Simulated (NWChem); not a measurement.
# GaF, singlet; SMILES [F][Ga]

```xyz
2

Ga     0.0000     0.0000    -0.3948
F      0.0000     0.0000     1.3843
```
Atoms are numbered in this order, from 1.

Low-valent species are run as closed-shell singlets; no triplet was tried in these runs. The geometry was optimised at PBE0/def2-SVP.

Give the principal values of the shielding tensors (ppm) of Ga1, F2 from PBE0/x2c-TZVPall-s, scalar ZORA without spin-orbit coupling, GIAO (NWChem), with their diamagnetic and paramagnetic parts as GIAO splits them.


```
atom     σ11     σ22     σ33  isotropic  diamagnetic  paramagnetic
----  ------  ------  ------  ---------  -----------  ------------
Ga1   1618.3  1618.3  2641.9     1959.5       2632.5        -673.0
F2     -54.5   -54.5   488.7      126.6        458.4        -331.8
```
